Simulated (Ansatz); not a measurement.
This geometry of CH₁₀AlNSi₂ (15 atoms, charge 0, multiplicity 1) is a first-order saddle point.

Theory: Ansatz, RHF/cc-pVDZ.

```xyz
15
Properties=species:S:1:pos:R:3
N -0.020 0.743 1.712
C -0.988 0.239 0.682
Al -1.380 1.819 -0.461
Si -0.333 -1.387 -0.050
Si 1.811 -1.206 -1.066
H 0.812 1.133 1.301
H -0.424 1.445 2.308
H -1.893 -0.058 1.225
H -2.650 2.729 -0.169
H -0.273 2.312 -1.489
H -0.248 -2.442 1.002
H -1.294 -1.856 -1.096
H 2.800 -0.601 -0.129
H 2.299 -2.561 -1.449
H 1.759 -0.360 -2.292
```

Q: Which two structures does it join? (They come from a converged band through this point; their orientation in space is the band's.)

A: Bonds formed: N1–Al3. The height of N1 over the plane of its neighbours goes from 0.39 to -0.33 Å.

First end point:

```xyz
15
Properties=species:S:1:pos:R:3
N 0.172 0.710 1.760
C -0.867 0.359 0.751
Al -1.380 1.801 -0.532
Si -0.376 -1.333 0.011
Si 1.740 -1.249 -1.071
H 0.935 1.200 1.325
H -0.200 1.348 2.443
H -1.787 0.108 1.299
H -2.613 1.637 -1.518
H -0.529 3.145 -0.522
H -0.340 -2.377 1.072
H -1.383 -1.747 -1.015
H 2.837 -0.923 -0.119
H 2.054 -2.545 -1.734
H 1.717 -0.184 -2.121
```

Last end point:

```xyz
15
Properties=species:S:1:pos:R:3
N -0.332 1.099 1.400
C -1.140 0.134 0.519
Al -1.070 1.935 -0.304
Si -0.297 -1.470 0.003
Si 1.746 -1.143 -1.174
H 0.641 0.861 1.496
H -0.715 1.216 2.322
H -2.079 -0.082 1.032
H -2.262 2.940 -0.010
H 0.104 2.255 -1.323
H 0.024 -2.331 1.187
H -1.249 -2.222 -0.861
H 2.640 -0.219 -0.416
H 2.450 -2.449 -1.312
H 1.517 -0.575 -2.528
```

Q: How far does it lie above each of them?

A: 6.9 kJ/mol above the first and 56.6 kJ/mol above the second. This is the barrier of this one path; another mechanism may lie lower.

The run took 5.1 min on 2 threads of Arm Neoverse V1 (shared host), peak memory 0.4 GiB.
